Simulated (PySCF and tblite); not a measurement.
Results of a calculation; reference values are marked as such.
## Dynamics report: ring inversion

System: C8H7N, numbered as in [N:1]#[C:2][CH:3]1[CH:4]=[CH:5][CH:6]=[CH:7][CH:8]=[CH:9]1.

Motion: inversion of the 7-membered ring (3–4–5–6–7–8–9). The path came from a restrained scan, a climbing-image band and a saddle search at GFN2-xTB; energies are PBE0/pcSseg-1 + D3(BJ)//GFN2-xTB, thermal terms GFN2-xTB. Rates follow Eyring's equation with the number of equivalent paths and no tunnelling. Programs: tblite and PySCF.

```json
{"point": "start", "symmetry": "Cs", "E(GFN2) kcal/mol": "0.0", "E(DFT) kcal/mol": "0.0", "ZPE change kcal/mol": "0.00", "lowest mode cm⁻¹": "104", "dipole D": "4.26"}
{"point": "saddle", "symmetry": "Cs", "E(GFN2) kcal/mol": "7.2", "E(DFT) kcal/mol": "8.3", "ZPE change kcal/mol": "0.24", "lowest mode cm⁻¹": "64i", "dipole D": "3.92"}
{"point": "end", "symmetry": "Cs", "E(GFN2) kcal/mol": "0.0", "E(DFT) kcal/mol": "1.5", "ZPE change kcal/mol": "0.13", "lowest mode cm⁻¹": "101", "dipole D": "3.89"}
```

| Item | Value |
| --- | --- |
| Electronic barrier | 8.3 kcal/mol |
| Barrier with zero-point energy | 8.5 kcal/mol |
| ΔH‡ (298 K) | 8.1 kcal/mol |
| ΔS‡ (298 K, symmetry apart) | -2.5 cal/(mol K) |
| Paths | 1 equivalent path |
| End point | a different minimum |
| Mean lifetime of the start against this motion at 298 K | 520 ns |
| Cost | 2.3 min on 1 thread of Arm Neoverse N1, shared host (rough), peak memory 0.9 GiB, launched as `OMP_NUM_THREADS=1 python ens_run.py task.json out` |

```
T/K  ΔG‡ kcal/mol    k s⁻¹  ΔG kcal/mol  k back s⁻¹
150           8.6     0.86          1.7         236
200           8.7     1330          1.7     9.2×10⁴
250           8.8  1.1×10⁵          1.7     3.3×10⁶
298           8.9  1.9×10⁶          1.7     3.4×10⁷
350           9.0  1.8×10⁷          1.7     2.1×10⁸
400           9.1  8.6×10⁷          1.7     7.6×10⁸
500           9.4  7.9×10⁸          1.8     4.7×10⁹
```

ΔG and ΔG‡ leave out symmetry numbers and mirror images; rates count paths: 1 out, 1 back.
